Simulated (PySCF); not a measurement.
Excitations are Tamm–Dancoff values on a coarser integration grid. The basis has no diffuse functions, so Rydberg states are missing or too high.

Species: H₉GaSi₃, SMILES `[SiH3][Ga]([SiH3])[SiH3]` (charge 0, multiplicity 1).

Problem. Give the HOMO–LUMO gap, S1–T1 gap (TDA) and T1 excitation (TDA) at the level PBE-D3(BJ)/def2-TZVP // r2SCAN-D4/def2-TZVP (PySCF).

Solution. 
```
Property              Result
-------------------  -------
HOMO–LUMO gap        2.93 eV
S1–T1 gap (TDA)      0.51 eV
T1 excitation (TDA)  2.65 eV
```
